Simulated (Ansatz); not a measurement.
Start from `O=C(O)CS` and change one atom or group to get `N[SiH2]C(=O)O`.

Ansatz, PBE0-D4/def2-TZVP geometries, multiplicity 1. Each molecule was computed in one conformer, which needn't be the lowest.

```json
{"property": "LUMO energy (PBE0/def2-TZVPP) / eV", "`O=C(O)CS`": "-0.49"}
{"property": "size of the dipole moment (B3LYP/def2-TZVPP) / D", "`O=C(O)CS`": "2.10"}
{"property": "HOMO–LUMO gap (ωB97M-V/def2-TZVPP) / eV", "`O=C(O)CS`": "11.16"}
{"property": "HOMO–LUMO gap (PBE/def2-TZVPP) / eV", "`O=C(O)CS`": "4.29"}
{"property": "HOMO energy (PBE0/def2-TZVPP) / eV", "`O=C(O)CS`": "-7.19"}
{"property": "HOMO–LUMO gap (PBE0/def2-TZVPP) / eV", "`O=C(O)CS`": "6.69"}
```

(1) What does the change do to each property? (An estimate is asked.)

Answers

(1) The calculation gave: 
```tsv
property	`N[SiH2]C(=O)O`	shift
LUMO energy (PBE0/def2-TZVPP) / eV	-0.52	-0.03
size of the dipole moment (B3LYP/def2-TZVPP) / D	2.80	0.70
HOMO–LUMO gap (ωB97M-V/def2-TZVPP) / eV	11.31	0.15
HOMO–LUMO gap (PBE/def2-TZVPP) / eV	4.25	-0.04
HOMO energy (PBE0/def2-TZVPP) / eV	-7.28	-0.09
HOMO–LUMO gap (PBE0/def2-TZVPP) / eV	6.76	0.07
```

Dipoles are sizes alone; their direction can turn.

B3LYP here is the variant with VWN-RPA as its local correlation; programs differ in this.
